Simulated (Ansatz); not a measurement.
Ideal-gas functions of BGeH$_{5}$O, SMILES `O[BH][GeH3]` at 400 K and 1 bar, from an Ansatz frequency run at PBE0-D4/def2-TZVP.

Molar mass 104.46 g/mol, point group Cs (symmetry number 1), electronic degeneracy 1, moments of inertia 14.922, 154.475, 163.256 u Å². Harmonic wavenumbers (cm⁻¹, unscaled): 66, 225, 383, 444, 600, 630, 807, 865, 885, 908, 989, 1181, 1366, 2130, 2131, 2147, 2555, 3846.

Use S(trans) = R[1.5 ln M + 2.5 ln T − 1.1517]; rotational temperatures θ = 24.2544 K / I; S(rot) = R[ln(√π/σ · √(T³/θAθBθC)) + 1.5]; for each mode x = 1.438777 ν̃/T, S = R[x/(eˣ − 1) − ln(1 − e⁻ˣ)] and H = RT x/(eˣ − 1); 1 cm⁻¹ = 0.0119627 kJ/mol; R = 8.31446 J/(mol·K).

Q: By hand: the entropy, in J/(mol·K).

A: Translation 172.9. Rotation: θ = 1.6254, 0.157, 0.1486 K, giving 105.6. Vibration, mode by mode: 20.29, 10.30, 6.28, 5.25, 3.36, 3.09, 1.87, 1.58, 1.50, 1.40, 1.11, 0.63, 0.36, 0.03, 0.03, 0.03, 0.01, 0.00, in all 57.1. Electronic 0.0. Sum 335.6 J/(mol·K).

Q: By hand: H − E and G − E in kJ/mol, counted from the electronic energy.

A: Zero-point energy ½ × 22158 × 0.0119627 = 132.5; thermal vibration 12.5; translation, rotation and pV give 4 RT = 13.3. H − E = 158.3 kJ/mol, and G − E = 158.3 − 400 × 335.6/1000 = 24.1 kJ/mol.

Vibration gives 17 % of the entropy, 20.3 J/(mol·K) of it from the mode under 150 cm⁻¹: soft modes count most, and the harmonic formula is weakest for them. The sum counts one conformer and one mirror image; others add a mixing term.
